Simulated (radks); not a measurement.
Values are calculated unless marked as measured or tabulated.
Neutral selenium, 34 electrons, occupied as [Ar] 3d10 4s2 4p4. Level of theory: scalar-relativistic Kohn-Sham, PBE, spin-polarised, spherical densities, point nucleus; open shells are filled with parallel spins first (a radial shooting solver on a logarithmic mesh with Libxc functionals).

Unscreened Slater integrals over Kohn-Sham orbitals (cm^-1). They are taken over the spin-up orbitals.

| integral | value |
|---|---|
| F0(4p,4p) | 87480 |
| F2(4p,4p) | 44900 |
| F0(4p,4s) | 96905 |
| G1(4p,4s) | 62428 |
| F0(4p,3d) | 115620 |
| F2(4p,3d) | 21699 |
| G1(4p,3d) | 7308.8 |
| G3(4p,3d) | 6538.8 |
| F0(4s,4s) | 110310 |
| F0(4s,3d) | 141440 |
| G2(4s,3d) | 12135 |
| F0(3d,3d) | 320010 |
| F2(3d,3d) | 151690 |
| F4(3d,3d) | 95112 |

Derived for the open shells (J is the average intra-shell exchange parameter used in DFT+U). 4p: J = F2/5 = 8980 cm^-1; in LS coupling 1D lies 6 F2/25 = 10780 cm^-1 above 3P.
